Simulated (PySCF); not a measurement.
Molfile (atoms numbered from 1):
```
C6H10OSi2
     RDKit          3D

 19 19  0  0  0  0  0  0  0  0999 V2000
   -3.7527   -0.2265   -0.9452 Si  0  0  0  0  0  4  0  0  0  0  0  0
   -2.3802   -0.1446    0.3290 C   0  0  0  0  0  0  0  0  0  0  0  0
   -1.4355    0.8128    0.3598 C   0  0  0  0  0  0  0  0  0  0  0  0
   -0.0548    0.8730    1.6236 Si  0  0  0  0  0  4  0  0  0  0  0  0
    1.5559    0.6313    0.7105 C   0  0  0  0  0  0  0  0  0  0  0  0
    1.8315    0.1900   -0.5594 C   0  0  0  0  0  0  0  0  0  0  0  0
    3.2511    0.2022   -0.7025 C   0  0  0  0  0  0  0  0  0  0  0  0
    3.7362    0.6493    0.4916 C   0  0  0  0  0  0  0  0  0  0  0  0
    2.7310    0.9099    1.3429 O   0  0  0  0  0  0  0  0  0  0  0  0
   -3.6059    0.9184   -1.8939 H   0  0  0  0  0  0  0  0  0  0  0  0
   -3.6863   -1.5140   -1.7044 H   0  0  0  0  0  0  0  0  0  0  0  0
   -5.0934   -0.1580   -0.2850 H   0  0  0  0  0  0  0  0  0  0  0  0
   -2.3474   -0.9325    1.0965 H   0  0  0  0  0  0  0  0  0  0  0  0
   -1.4618    1.6018   -0.4067 H   0  0  0  0  0  0  0  0  0  0  0  0
   -0.0184    2.1917    2.3272 H   0  0  0  0  0  0  0  0  0  0  0  0
   -0.2806   -0.2051    2.6353 H   0  0  0  0  0  0  0  0  0  0  0  0
    1.0948   -0.1105   -1.3025 H   0  0  0  0  0  0  0  0  0  0  0  0
    3.8350   -0.0818   -1.5753 H   0  0  0  0  0  0  0  0  0  0  0  0
    4.7421    0.8286    0.8642 H   0  0  0  0  0  0  0  0  0  0  0  0
  1  2  1  0
  2  3  2  0
  3  4  1  0
  4  5  1  0
  5  6  2  0
  6  7  1  0
  7  8  2  0
  8  9  1  0
  9  5  1  0
  1 10  1  0
  1 11  1  0
  1 12  1  0
  2 13  1  0
  3 14  1  0
  4 15  1  0
  4 16  1  0
  6 17  1  0
  7 18  1  0
  8 19  1  0
M  END
```

PySCF calculation with geometry from PBE0-D3(BJ)/def2-SVP and GIAO PBE0/pcSseg-1 shieldings; no solvent, one averaged value for each set of equivalent atoms, no relativistic terms, a single conformation.

Referencing at the same level of theory: $^{13}$C, $^{1}$H, $^{29}$Si against TMS; $^{17}$O vs H2O.

| atoms | nucleus | count | Hirshfeld charge | δ (ppm) |
| --- | --- | --- | --- | --- |
| C2 | $^{13}$C | 1 | -0.12 | ? |
| C3 | $^{13}$C | 1 | -0.12 | 157.4 |
| Si1 | $^{29}$Si | 1 | 0.31 | -64.6 |
| H17 | $^{1}$H | 1 | 0.05 | 6.87 |
| H10/H11/H12 | $^{1}$H | 3 | -0.08 | ? |
| C8 | $^{13}$C | 1 | 0.01 | 153.0 |
| H14 | $^{1}$H | 1 | 0.04 | 7.33 |
| H15/H16 | $^{1}$H | 2 | -0.08 | 4.88 |
| C7 | $^{13}$C | 1 | -0.09 | ? |
| C5 | $^{13}$C | 1 | -0.05 | 152.9 |
| C6 | $^{13}$C | 1 | -0.08 | ? |
| H13 | $^{1}$H | 1 | 0.04 | 7.24 |
| Si4 | $^{29}$Si | 1 | 0.33 | ? |
| O9 | $^{17}$O | 1 | -0.07 | 322.3 |
| H18 | $^{1}$H | 1 | 0.06 | 6.55 |
| H19 | $^{1}$H | 1 | 0.07 | 7.72 |

Question: Fill in the missing shifts.

Answer: 
- C2: 158.3 ppm, alkene CH; as expected for a trigonal carbon in a double bond
- C6: 130.3 ppm, aromatic CH; the aromatic region
- C7: 115.6 ppm, aromatic CH
- H10/H11/H12: 4.29 ppm, hydrogen on a silicon bonded to C
- Si4: -52.2 ppm, silicon bonded to 2 C, 2 H

Shifts are as computed. Against solution values, carbons near 30 ppm lie about +2 ppm off and those near 130 ppm about +5 ppm. Of 1211 compounds with measured shifts, 218 miss one by over three times the rms of a fit or turn the order of signals round; such compounds aren't used in these exercises. Unscaled 17O shifts of doubly bonded oxygen tend to come out too high, by tens of ppm or more. Experimental scales use liquid or dissolved standards, which lie at an offset from isolated H2O (liquid H2O: subtract about 36 ppm).
